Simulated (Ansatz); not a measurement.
`[BH2][GeH]([CH3])[SiH3]` + H₂ → `[BH2][GeH2][SiH3]` + CH₄ at 298.15 K and 1 bar (hydrogenolysis of a Ge–C bond).

Program: Ansatz. Geometries: PBE0-D4/def2-TZVP. ΔE: electronic, gas phase. CCSD(T)/CBS is the MP2 limit (def2-TZVPP, def2-QZVPP) plus CCSD(T) − MP2 in def2-TZVPP, frozen cores. This one scheme is used for every species. For Ge outer-core shells are correlated without core-valence functions, which leaves a few kJ/mol of doubt a bond. Scalar relativity is left out up to krypton.

| species | CCSD(T)/CBS energy (Eh) | H − E (kJ/mol) | S (J/(mol·K)) |
| --- | --- | --- | --- |
| `[BH2][GeH]([CH3])[SiH3]` | -2433.42294 | 260.5 | 386.0 |
| H₂ | -1.17544 | 35.1 | 130.4 |
| `[BH2][GeH2][SiH3]` | -2394.15199 | 179.0 | 345.3 |
| CH₄ | -40.46206 | 127.4 | 186.2 |

H − E and S are ideal-gas, rigid-rotor, harmonic terms from PBE0-D4/def2-TZVP, for one conformer and one mirror image of each species. For small species the MP2-based limit differs from directly extrapolated CCSD(T) by up to some mEh (0.8 for H₂); such offsets cancel only in part. 1 Eh = 2625.50 kJ/mol, R = 8.31446 J/(mol·K).

Problem. By hand: ΔE, ΔH, ΔS and ΔG.

Solution. ΔE = (-2394.15199) + (-40.46206) − (-2433.42294) − (-1.17544) = -0.01567 Eh = -41.1 kJ/mol. Δ(H − E) = 179.0 + 127.4 − 260.5 − 35.1 = 10.8, so ΔH = -30.3 kJ/mol. ΔS = 345.3 + 186.2 − 386.0 − 130.4 = 15.1 J/(mol·K). ΔG = -30.3 − 298.15 × (15.1)/1000 = -34.8 kJ/mol.

Problem. By hand: the equilibrium constant, and the temperature at which ΔG would vanish if ΔH and ΔS stayed fixed.

Solution. log₁₀ K = −ΔG/(RT ln 10) = 6.1. ΔH and −TΔS have one sign here, so there is no such temperature.

ΔH outweighs TΔS. A doubt of 5 kJ/mol in ΔE shifts log₁₀ K by 0.9 here. Other conformers and mirror images would add mixing entropy, several J/(mol·K) or more a flexible species. These are equilibria of isolated gas molecules and say nothing of rates. Largest T1 diagnostic: 0.013 (customary marks: 0.02 for closed shells, 0.045 for open ones).
